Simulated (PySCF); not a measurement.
Cl₂GeH, SMILES [Cl][GeH][Cl], multiplicity 2. Geometry: B3LYP-D3(BJ)/def2-TZVP. The isomer is the one that the SMILES or the coordinates give; other isomers of the formula were not compared.

Computed equilibrium geometry at B3LYP-D3(BJ)/def2-TZVP (PySCF confirms it by a frequency run) as a Z-matrix, and its point group:
point group Cs.
```
Ge
H 1 1.5625
Cl 1 2.1751 2 106.85
Cl 1 2.1751 2 106.85 3 115.46
```
Charge 0, spin multiplicity 2.
